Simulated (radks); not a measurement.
Values are calculated unless marked as measured or tabulated.
Q: These are the eigenvalues of the occupied orbitals of an atom or ion with whole-number occupations (eV). Level of theory: scalar-relativistic Kohn-Sham, PBE, spin-unpolarised, spherical densities, point nucleus (a radial shooting solver on a logarithmic mesh with Libxc functionals).

1s: -40354.26
2s: -6533.240
2p: -5859.710
3s: -1472.277
3p: -1258.130
3d: -954.4387
4s: -357.0699
4p: -285.9753
4d: -183.3960
5s: -93.7984
5p: -72.8735
6s: -34.4642

Which element is it, and in what charge state? The configuration may be excited.

A: Z = 58, cerium, charge +4: Ce4+ in [Kr] 4d8 5s2 5p6 6s2. The list shows which subshells hold electrons but not how many an open one holds; the 1s level, -1483 hartree, gives Z - s = 54.5 by -(Z - s)^2/2, which with screening and relativity narrows Z to a few neighbours, and the depths of the outer levels then fix element, charge and occupations together.
